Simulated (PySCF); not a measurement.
## Working out the ionisation energy of S⁺

S⁺ [Ne] 3s2 3p3 (4S) → S²⁺ [Ne] 3s2 3p2 (3P). Calculation: PySCF 2.14, in an even-tempered Gaussian basis (20 s from 0.028 bohr⁻², ratio 2.5; 14 p from 0.036 bohr⁻², ratio 2.5; 6 d from 0.67 bohr⁻², ratio 2.7; 5 f from 1 bohr⁻², ratio 2.7); the non-relativistic Hamiltonian (point nucleus). Frozen: 1s2; the 22 highest virtual orbitals dropped. Energies in hartree (1 hartree = 27.21139 eV):

```
            part   S⁺ (lower)  S²⁺ (upper)
             UHF  -397.172616  -396.336836
CCSD correlation    -0.417745    -0.403546
             (T)    -0.005261    -0.004772
```

**Question.** What does Hartree-Fock give?

**Answer.** (-396.336836) − (-397.172616) = 0.835780 hartree = 22.743 eV.

**Question.** What do CCSD and CCSD(T) give?

**Answer.** The CCSD correlation energies differ by 0.014199 hartree = 0.386 eV and the triples by 0.000489 hartree = 0.013 eV, so CCSD gives 23.129 eV and CCSD(T) 23.142 eV.

Reference: 23.338 eV (measured; NIST Atomic Spectra Database, ionization energies), between the lowest levels; spin-orbit coupling is absent from the calculation.

What remains against the reference includes basis incompleteness, the frozen core and higher excitations.
